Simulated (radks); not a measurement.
Values are calculated unless marked as measured or tabulated.
Question: These are the eigenvalues of the occupied orbitals of an atom or ion with whole-number occupations (eV). Level of theory: scalar-relativistic Kohn-Sham, BLYP, spin-polarised, spherical densities, finite nucleus; Fermi nuclear charge, rms radius of each element as measured or else 0.836 A^(1/3) + 0.57 fm (a radial shooting solver on a logarithmic mesh with Libxc functionals).

1s: -2966.616
2s: -626.7995

Which element is it, and in what charge state? The configuration may be excited. Open shells, if any, are filled with parallel spins first.

Answer: Z = 16, sulfur, charge +12: S12+ in [He] 2s2. The 1s level, -109.02 hartree, gives Z - s = 14.8 by -(Z - s)^2/2, which with screening and relativity narrows Z to a few neighbours, and with so few levels the electron count can be read from the list.
